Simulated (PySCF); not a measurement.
Method: PySCF 2.14.0 with PBE-D3(BJ)/def2-TZVP // PBE-D3(BJ)/def2-SVP. Gas-phase values, no solvent. One relaxed conformer stands for a flexible species; it need not be the lowest. Excitations are Tamm–Dancoff values on a coarser integration grid. The basis has no diffuse functions, so Rydberg states are missing or too high.

Reference species (SMILES): `[SiH3]c1ccc(S)c2cccnc12` (C–C–S–H torsion 139°) (neutral, multiplicity 1).

The brightest of the four lowest singlets (TDA) comes out as 3.23 eV and the S1 excitation (TDA) is 3.23 eV. The T1 excitation (TDA) is 2.53 eV.

Changed species: `[SiH3]c1c(S)ccc2ncccc12` (C–C–S–H torsion 159°).

**Question.** What does the change do to the brightest of the four lowest singlets (TDA), S1 excitation (TDA) and T1 excitation (TDA)?

**Answer.** the brightest of the four lowest singlets (TDA) rises by 0.17 eV, to 3.40 eV; the S1 excitation (TDA) rises by 0.17 eV, to 3.40 eV; the T1 excitation (TDA) rises by 0.13 eV, to 2.66 eV.
